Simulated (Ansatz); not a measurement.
```yaml
crystal:
  periodic: [false, false, false]
  atoms:
    - {symbol: C, position_ang: [-0.912255, 2.113797, 0.260885]}
    - {symbol: Al, position_ang: [-0.072216, 0.520429, -0.508714]}
    - {symbol: B, position_ang: [0.391619, -1.294236, 0.533437]}
    - {symbol: N, position_ang: [0.986032, -2.333923, -0.173516]}
    - {symbol: H, position_ang: [-0.277169, 2.995187, 0.116735]}
    - {symbol: H, position_ang: [-1.123589, 2.021983, 1.328796]}
    - {symbol: H, position_ang: [-1.856066, 2.335737, -0.250489]}
    - {symbol: H, position_ang: [0.296656, 0.596248, -2.072167]}
    - {symbol: H, position_ang: [0.184236, -1.511903, 1.699084]}
    - {symbol: H, position_ang: [1.235724, -3.219392, 0.240346]}
    - {symbol: H, position_ang: [1.212330, -2.280828, -1.153796]}
basis:
  gaussian: {orbitals: def2-TZVPP}
hamiltonian: {xc: {name: TPSS}}
output: {forces: true}
```

```sh
$ ansatz run in.yaml --threads 2 --pin off --events-out ev --progress --plain --max-ram 4352MiB
```

Q: How does Ansatz answer? (Estimate.)

A: Ansatz gave: The program refused the input.
```
Error: YAML parse error: error: line 17 column 19: hamiltonian.xc: no functional is named "TPSS"; the names, which are not case-sensitive, are SVWN5, SPW92, PBE, PBE0, PBEsol, revPBE, revPBE0, RPBE, rPW86-PBE, HSE06, wPBEh, LC-wPBE, HISS, HF, BLYP, B3LYP, B3LYP5, BHLYP, CAM-B3LYP, r2SCAN, r2SCANh, r2SCAN0, r2SCAN50, m-r2SCAN, B97, wB97, wB97X, wB97X-V, B97M-V, wB97M-V, B2PLYP, B2GP-PLYP, PBE0-DH, PBE-QIDH
  --> <input>:17:19
   |
15 | basis:
16 |   gaussian: {orbitals: def2-TZVPP}
17 | hamiltonian: {xc: {name: TPSS}}
   |                   ^ hamiltonian.xc: no functional is named "TPSS"; the names, which are not case-sensitive, are SVWN5, SPW92, PBE, PBE0, PBEsol, revPBE, revPBE0, RPBE, rPW86-PBE, HSE06, wPBEh, LC-wPBE, HISS, HF, BLYP, B3LYP, B3LYP5, BHLYP, CAM-B3LYP, r2SCAN, r2SCANh, r2SCAN0, r2SCAN50, m-r2SCAN, B97, wB97, wB97X, wB97X-V, B97M-V, wB97M-V, B2PLYP, B2GP-PLYP, PBE0-DH, PBE-QIDH
18 | output: {forces: true}
   |
```

HSE06 is defined as in plane-wave codes.
